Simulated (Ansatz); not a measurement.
## Heat of formation of C2H3Br (vinyl bromide) from total energies

The species is C2H3Br (6 atoms), meant as a singlet with charge 0. As SMILES, `C=CBr`. Geometry: relaxed at PBE0-D4/def2-TZVP.

Total energies at BHLYP/aug-cc-pVDZ (Ansatz 0.2.0); the atoms run unrestricted:

```
species    state   energy (Eh)
 C2H3Br  singlet  -2652.063767
      C  triplet    -37.842869
     Br  doublet  -2574.083024
      H  doublet     -0.498078
```

Harmonic wavenumbers at PBE0-D4/def2-TZVP, in cm⁻¹: 349, 607, 626, 940, 982, 1019, 1280, 1403, 1677, 3165, 3227, 3261.

Measured heats of formation of the gaseous atoms at 298.15 K, in kJ/mol: C 716.9, Br 111.9, H 218.0. Spin-orbit lowering of the atoms at 298 K (mean of the ground term's levels less their thermal mean, from spectra), in kJ/mol: C 0.02, Br 14.69. Take 1 Eh = 2625.50 kJ/mol, 1 cm⁻¹ = 0.0119627 kJ/mol, RT = 2.479 kJ/mol.

**Question.** What heat of formation follows?

**Answer.** 
1. Electronic atomisation energy: 2 × (-37.842869) + (-2574.083024) + 3 × (-0.498078) − (-2652.063767) = 0.800771 Eh = 2102.4 kJ/mol.
2. Zero-point energy: half the sum of the wavenumbers, 9268 cm⁻¹ = 110.9 kJ/mol.
3. Thermal vibrational enthalpy, Σ hcν̃/(exp(hcν̃/kT) − 1): 2.1 kJ/mol. Translation, rotation and pV of a non-linear molecule: 4 RT = 9.9 kJ/mol.
4. The 6 free atoms carry 5/2 RT each: 37.2 kJ/mol.
5. Spin-orbit coupling lowers the free atoms by 2 × 0.02 + 14.69 = 14.7 kJ/mol.
6. Atomisation enthalpy at 298 K: 2102.4 − 14.7 − 110.9 − 2.1 − 9.9 + 37.2 = 2002.0 kJ/mol.
7. Sum of the atoms' heats of formation: 2199.7 kJ/mol. Heat of formation: 2199.7 − 2002.0 = +197.7 kJ/mol.

The tabulated value is +73.7 kJ/mol (Active Thermochemical Tables), so this level is off by +124.0 kJ/mol, or 5.8 % of the atomisation enthalpy that the table implies (2125.9 kJ/mol). Hybrids with much exact exchange underbind. Relativity is left out. Anharmonicity and any spin-orbit splitting of the molecule are left out.
